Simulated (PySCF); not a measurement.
Molfile (atoms numbered from 1):
```
C5H14OSi2
     RDKit          3D

 22 22  0  0  0  0  0  0  0  0999 V2000
    2.6244   -0.3705   -2.5742 C   0  0  0  0  0  0  0  0  0  0  0  0
    1.5606   -0.6973   -1.5371 C   0  0  0  0  0  0  0  0  0  0  0  0
    0.8006    0.5340   -1.0471 C   0  0  0  0  0  0  0  0  0  0  0  0
   -0.5175    0.1682    0.2167 Si  0  0  0  0  0  4  0  0  0  0  0  0
   -1.2852    1.5736    0.6563 O   0  0  0  0  0  0  0  0  0  0  0  0
   -2.4227    2.1710    1.7046 Si  0  0  0  0  0  4  0  0  0  0  0  0
   -0.4014   -1.2135    1.4295 C   0  0  0  0  0  0  0  0  0  0  0  0
   -1.4412   -1.4239    0.2697 C   0  0  0  0  0  0  0  0  0  0  0  0
    3.3756    0.3261   -2.1687 H   0  0  0  0  0  0  0  0  0  0  0  0
    2.1807    0.1055   -3.4634 H   0  0  0  0  0  0  0  0  0  0  0  0
    3.1543   -1.2756   -2.9093 H   0  0  0  0  0  0  0  0  0  0  0  0
    2.0302   -1.2062   -0.6775 H   0  0  0  0  0  0  0  0  0  0  0  0
    0.8472   -1.4253   -1.9605 H   0  0  0  0  0  0  0  0  0  0  0  0
    0.3158    1.0531   -1.8933 H   0  0  0  0  0  0  0  0  0  0  0  0
    1.4962    1.2704   -0.6068 H   0  0  0  0  0  0  0  0  0  0  0  0
   -1.9546    2.0391    3.1177 H   0  0  0  0  0  0  0  0  0  0  0  0
   -3.7139    1.4327    1.5541 H   0  0  0  0  0  0  0  0  0  0  0  0
   -2.6358    3.6110    1.3863 H   0  0  0  0  0  0  0  0  0  0  0  0
   -0.8313   -1.1053    2.4330 H   0  0  0  0  0  0  0  0  0  0  0  0
    0.4569   -1.8964    1.4338 H   0  0  0  0  0  0  0  0  0  0  0  0
   -1.2138   -2.2324   -0.4357 H   0  0  0  0  0  0  0  0  0  0  0  0
   -2.4937   -1.4446    0.5780 H   0  0  0  0  0  0  0  0  0  0  0  0
  1  2  1  0
  2  3  1  0
  3  4  1  0
  4  5  1  0
  5  6  1  0
  4  7  1  0
  7  8  1  0
  8  4  1  0
  1  9  1  0
  1 10  1  0
  1 11  1  0
  2 12  1  0
  2 13  1  0
  3 14  1  0
  3 15  1  0
  6 16  1  0
  6 17  1  0
  6 18  1  0
  7 19  1  0
  7 20  1  0
  8 21  1  0
  8 22  1  0
M  END
```

Geometry: PBE0-D3(BJ)/def2-SVP; GIAO absolute shieldings from PySCF 2.14.0 with density-fitted response routines, gas phase, non-relativistic, averaged over equivalent atoms.

At KT2/pcSseg-1 (220 basis functions, 100 s wall time on 1 thread of an Arm Neoverse N1, shared host):
```json
{"atoms": "C1", "σ (ppm)": "163.1"}
{"atoms": "C2", "σ (ppm)": "163.6"}
{"atoms": "C3", "σ (ppm)": "167.2"}
{"atoms": "C7/C8", "σ (ppm)": "183.7"}
{"atoms": "Si4", "σ (ppm)": "398.5"}
{"atoms": "Si6", "σ (ppm)": "398.8"}
{"atoms": "O5", "σ (ppm)": "328.1"}
{"atoms": "H16/H17/H18", "σ (ppm)": "26.09"}
{"atoms": "H14/H15", "σ (ppm)": "29.91"}
{"atoms": "H9/H10/H11", "σ (ppm)": "30.11"}
{"atoms": "H12/H13", "σ (ppm)": "30.15"}
{"atoms": "H19/H22", "σ (ppm)": "30.15"}
{"atoms": "H20/H21", "σ (ppm)": "30.67"}
```

Predict the values at PBE0/pcSseg-1 on the same geometry.

Answers


```tsv
atoms	σ at PBE0/pcSseg-1	change
C1	164.8	+1.7
C2	166.7	+3.1
C3	170.6	+3.4
C7/C8	187.9	+4.2
Si4	394.1	-4.4
Si6	391.3	-7.5
O5	335.2	+7.1
H16/H17/H18	26.35	+0.26
H14/H15	30.13	+0.22
H9/H10/H11	30.22	+0.11
H12/H13	30.35	+0.20
H19/H22	30.39	+0.24
H20/H21	30.89	+0.22
```

The largest change is at Si6 (silicon bonded to O, 3 H). Cost: 220 basis functions, 100 s wall time on 1 thread of an Arm Neoverse N1, shared host. The order of the carbon signals is the same at both levels.
